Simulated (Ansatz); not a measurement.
`[NH]=[Ta]([F])([F])[F]` + `N[SiH2][SbH2]` → `[NH]=[Ta]([NH2])([F])[F]` + `F[SiH2][SbH2]`  (redistribution)

Gas-phase electronic energies from Ansatz, PBE0-D4/def2-TZVP geometries. CBS: MP2 limit from def2 TZ/QZ plus the TZ coupled-cluster correction, frozen cores. Functionals use def2-TZVPP. Elements past krypton have def2 core potentials. For Sb, Ta outer-core shells are correlated without core-valence functions, which leaves a few kJ/mol of doubt a bond. Each species was taken in one conformer, which may not be the lowest.

```tsv
level	ΔE (eV)
r2SCAN0-D4	-0.10
BHLYP-D4	-0.14
CAM-B3LYP-D4	-0.10
ωB97X-V	-0.07
PBE-QIDH	-0.11
r2SCAN0	-0.10
BHLYP	-0.14
SCS-MP2/def2-TZVPP	-0.16
```

(1) What does CCSD(T)/CBS give? (An estimate is asked.)

(2) What do rigid-rotor, harmonic-oscillator terms from PBE0-D4/def2-TZVP frequencies (298.15 K, 1 bar) make of the CCSD(T)/CBS value? (Best estimate.)

Largest T1 diagnostic among the species: 0.019.

## Answers

(1) The calculation gave: -0.18 eV. The listed levels differ from it by 0.08, 0.04, 0.08, 0.11, 0.07, 0.08, 0.04, 0.02 eV.

(2) Ansatz gave: ΔZPE = +0.01 eV, ΔH = -0.18 eV, ΔS = 3 J/(mol·K), ΔG = -0.19 eV.

From BLYP to BHLYP (50 % exact exchange), in def2-TZVPP and without D4, ΔE moves by −0.03 eV. Leaving LDA and LC-ωPBE aside and taking each functional with its dispersion term where it has one, the values, not all of them listed here, spread over 0.11 eV, from BHLYP-D4 to revPBE-D4.
